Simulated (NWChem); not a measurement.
H$_{3}$SO$_{4}$ cation; SMILES O=S(O)(O)=[OH+]

```xyz
8

O      0.0007    -0.1943    -1.5552
S      0.0000    -0.0151    -0.1215
O     -0.9416     1.1070     0.4631
O      1.3718     0.3665     0.5567
O     -0.4313    -1.2510     0.7582
H     -0.9280     1.9337    -0.0855
H      2.1350    -0.1382     0.1725
H     -1.2066    -1.7356     0.3725
```
Atoms are numbered in this order, from 1.

All runs: NWChem. The geometry was optimised at PBE-D3(BJ)/def2-SVP. Atomic charges in e: unrestrained fits to the electrostatic potential beside Mulliken populations; buried atoms are poorly determined by the fit.

Question: Predict the results for B3LYP/def2-SVP. Quantities: ESP O1; Mulliken O1; ESP S2; Mulliken S2; ESP O3; Mulliken O3; ESP O4; Mulliken O4; ESP O5; Mulliken O5; relative RMS misfit of the potential (%).

Answer: 
```yaml
ESP O1: -0.36
Mulliken O1: -0.27
ESP S2: 1.14
Mulliken S2: 1.16
ESP O3: -0.39
Mulliken O3: -0.25
ESP O4: -0.39
Mulliken O4: -0.25
ESP O5: -0.39
Mulliken O5: -0.25
relative RMS misfit of the potential (%): 2
```
